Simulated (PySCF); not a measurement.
CH6MgOSi, SMILES [SiH3][O][Mg][CH3].

The structure is a stationary point at PBE-D3(BJ)/def2-SVP. The structure was generated by enumeration; whether it is a known compound was not checked. One conformer was computed; it need not be the lowest.

Calculation: PySCF with PBE-D3(BJ)/def2-SVP.

Frequencies are harmonic and unscaled.

A small imaginary wavenumber (i) marks a very flat motion, where grid noise or a shallow saddle decides the sign.

Modes within 1.5 cm⁻¹ of each other (mostly degenerate sets) share a row, with their intensities summed.

| mode | ν (cm⁻¹) | IR (km/mol) | moving atoms (share of kinetic energy) |
|---|---|---|---|
| 1 | 20i | 0.0 | H 100 % |
| 2–3 | 57 | 0.2 | O 41 %, H 20 %, C 15 %, Si 13 %, Mg 10 % |
| 4–5 | 138 | 69.6 | Mg 48 %, O 32 %, H 13 % |
| 6 | 369 | 0.6 | C 45 %, Si 29 %, H 15 % |
| 7–8 | 584 | 183.0 | H 81 %, C 16 % |
| 9 | 623 | 28.1 | Mg 59 %, C 21 %, Si 11 %, H 8 % |
| 10–11 | 707 | 108.4 | H 83 %, Si 10 % |
| 12–13 | 921 | 149.7 | H 96 % |
| 14 | 973 | 334.5 | H 90 %, Si 10 % |
| 15 | 1043 | 431.5 | O 75 %, Si 16 % |
| 16 | 1103 | 3.2 | H 81 %, C 17 % |
| 17–18 | 1377 | 0.4 | H 95 % |
| 19–20 | 2120 | 379.9 | H 96 % |
| 21 | 2129 | 128.7 | H 99 % |
| 22 | 2963 | 10.4 | H 97 % |
| 23–24 | 3063 | 11.9 | H 91 %, C 9 % |
